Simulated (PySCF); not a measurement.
Species: C₄H₁₃NSi₃.
SMILES with atom numbers: `[SiH3:1]/[CH:2]=[CH:3]/[Si@H:4]1[CH2:5][CH2:6][SiH2:7][NH:8]1`

Definitions: NICS(0) = −σiso at the ring centroid; NICS(1) = −σiso and NICS(1)zz = −σzz at ±1 Å along the ring normal z. Level: GIAO PBE0/pcSseg-1 (PySCF, non-relativistic, gas phase) on the GFN2-xTB geometry, one conformer.

Ring bond lengths (Å), with Mayer bond orders in brackets: Si4–C5 1.905 (0.92), C5–C6 1.532 (1.02), C6–Si7 1.900 (0.92), Si7–N8 1.731 (0.98), N8–Si4 1.737 (0.93).

Give the NICS values of each ring in ppm.

| ring | type | NICS(0) | NICS(1), two faces | NICS(1)zz, two faces | rms pucker (Å) | centre to ring atoms, mean (Å) |
| --- | --- | --- | --- | --- | --- | --- |
| Si4–C5–C6–Si7–N8 | 5-membered ring with N and 2 Si; formal bonds all single | -5.4 | -3.1 / -3.0 | -1.8 / -1.3 | 0.17 | 1.48 |

What do they say, and how far can they be read as aromaticity?

- Si4–C5–C6–Si7–N8: mean NICS(1)zz -1.6 ppm, near zero. Si4, C5, C6, Si7 have four or more neighbours, so the value isn't read as a sign of a π ring current.

What is the mean of the two in-plane components of NICS at the first NICS(1) probe listed for ring Si4–C5–C6–Si7–N8, 1 Å off the ring?

The isotropic value is a third of the trace: (3 × -3.1 − (-1.8))/2 = -3.8 ppm.

How shielded are the nuclei of the rings and their hydrogens (means over atoms taken as equivalent)?

| atoms | environment | σ isotropic (ppm) | principal values of the symmetric part, first atom (ppm) |
| --- | --- | --- | --- |
| Si4 | SiH silicon | 363.0 | 331.6, 359.0, 398.4 |
| C5 | sp3 carbon bound to silicon | 173.3 | 163.6, 174.6, 181.5 |
| C6 | sp3 carbon bound to silicon | 178.3 | 164.0, 177.3, 193.6 |
| Si7 | SiH2 silicon | 371.5 | 331.1, 359.2, 424.0 |
| N8 | nitrogen bridging silicon atoms | 251.3 | 222.5, 234.3, 296.9 |
| H on Si4 | Si–H hydrogen | 26.54 | 22.7, 24.0, 32.9 |
| H on C5 | methylene hydrogen | 30.37 | 25.0, 28.5, 37.7 |
| H on C5 | methylene hydrogen | 30.98 | 26.3, 29.1, 37.6 |
| H on C6 | methylene hydrogen | 30.66 | 25.6, 28.0, 38.4 |
| H on C6 | methylene hydrogen | 30.49 | 25.2, 27.7, 38.6 |
| H on Si7 | Si–H hydrogen | 26.69 | 23.2, 24.0, 32.9 |
| H on Si7 | Si–H hydrogen | 26.67 | 22.8, 24.4, 32.8 |
| H on N8 | N–H hydrogen | 32.09 | 23.5, 28.1, 44.7 |
